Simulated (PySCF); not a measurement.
# ²⁹Si chemical shifts

Theoretical values (PySCF): GIAO PBE0/pcSseg-1 shieldings, geometry from GFN2-xTB. One conformer, one averaged value for each set of equivalent atoms, non-relativistic, no solvent model.

Shieldings were converted by a linear fit to measured shifts: ²⁹Si (scatter 8.9 ppm rms, 25.8 ppm with the 6 outliers that the fit left out vs TMS, solution or neat liquid). A few per cent of atoms miss by over 2 rms, more outside the fitted compound classes.

Problem. Give the ²⁹Si shifts of `CS[Si](C)(C)C(F)F`, `C#C[Si@](N)(P)C1CC1`.

Solution. 
| compound | environment | δ (ppm) |
| --- | --- | --- |
| CS[Si](C)(C)C(F)F | silicon bonded to 3 C, S | 4.5 |
| C#C[Si@](N)(P)C1CC1 | silicon bonded to 2 C, N, P | -26.6 |

Problem. Order these by ²⁹Si shift, lowest first.
A. CSC(F)(F)[SiH](C)C
B. FC(F)[C@H]1CC(=S)C[SiH2]1
C. CN(C)[SiH2][C@@H](F)CCF
D. CC[C@@H](F)[Si@H](F)SC

Solution. B (-43.1 ppm, silicon bonded to 2 C, 2 H, in a 5-membered ring), C (-30.8 ppm, silicon bonded to C, N, 2 H), A (-19.3 ppm, silicon bonded to 3 C, H), D (10.3 ppm, silicon bonded to C, F, S, H).
